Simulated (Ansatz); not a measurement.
Computed with Ansatz on PBE0-D4/def2-TZVP structures; ΔE is electronic, products minus reactants. CBS: MP2 limit from def2 TZ/QZ plus the TZ coupled-cluster correction, frozen cores. One conformer a species, not always the lowest.

Reaction (formal exchange of groups at the Si–C bond): `C=C[SiH3]` + `CB(F)BCl` → `CB([SiH3])BCl` + `C=CF`

```tsv
level	ΔE (kJ/mol)
MP2/def2-TZVPP	228.3
MP2/def2-QZVPP	228.7
```

What does CCSD(T)/CBS give? (An estimate is asked.)

Ansatz gave: +218.7 kJ/mol. The listed levels differ from it by 9.6, 10.0 kJ/mol.

Largest T1 diagnostic among the species: 0.013.

The D4 term adds −3.0 kJ/mol with B3LYP and −1.9 kJ/mol with PBE0; it sums over pairs of atoms, weighted by their polarisabilities, and B3LYP, whose exchange is more repulsive, gets the larger term. From PBE to PBE0 (25 % exact exchange), in def2-TZVPP and without D4, ΔE moves by +9.2 kJ/mol. In def2-TZVPP, CCSD(T) changes the Hartree–Fock value by −13.4 kJ/mol (the triples alone add −2.1 kJ/mol) and MP2 by −3.2 kJ/mol.

B3LYP here is the variant with VWN-RPA as its local correlation; programs differ in this.
